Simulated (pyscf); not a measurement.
## trichlorosilane (Cl–SiH(Cl)–Cl), singlet

Gas-phase minimum from PySCF at ωB97X-D3(BJ)/def2-SVP, one conformer. 

```
Si
H 1 1.4718
Cl 1 2.0396 2 109.89
Cl 1 2.0396 2 109.90 3 -120.00
Cl 1 2.0397 2 109.90 3 120.00
```
Charge 0, spin multiplicity 1.

Properties at ωB97X-D3(BJ)/def2-SVP:

Harmonic wavenumbers, unscaled: 175, 175, 251, 514, 627, 627, 827, 827, 2355 cm⁻¹
Zero-point energy: 9.1 kcal/mol
Rotational symmetry number: 3
Entropy of this conformer at 298 K and 1 atm, rigid rotor and harmonic oscillator, modes under 100 cm⁻¹ raised to 100: 313.4 J/(mol K)
Dipole moment: 1.03 D

Single-point totals, which compare only within one level (frozen core for MP2 and CC):

```csv
level,total energy (hartree)
ωB97X-D3(BJ)/def2-TZVP,-1670.94702
PBE/def2-TZVP,-1670.18770
r²SCAN/def2-TZVP,-1670.78849
B3LYP-D3(BJ)/def2-TZVP,-1670.97536
PBE0-D3(BJ)/def2-TZVP,-1670.33416
M06-2X/def2-TZVP,-1670.83887
ωB97M-D3(BJ)/def2-TZVP,-1671.09819
HF/def2-TZVPP,-1668.22602
MP2/def2-TZVPP,-1668.90733
CCSD/def2-TZVPP,-1668.95997
CCSD(T)/def2-TZVPP,-1668.99173
```

The CCSD(T) − MP2 part came from Ansatz, without density fitting, on the same reference.
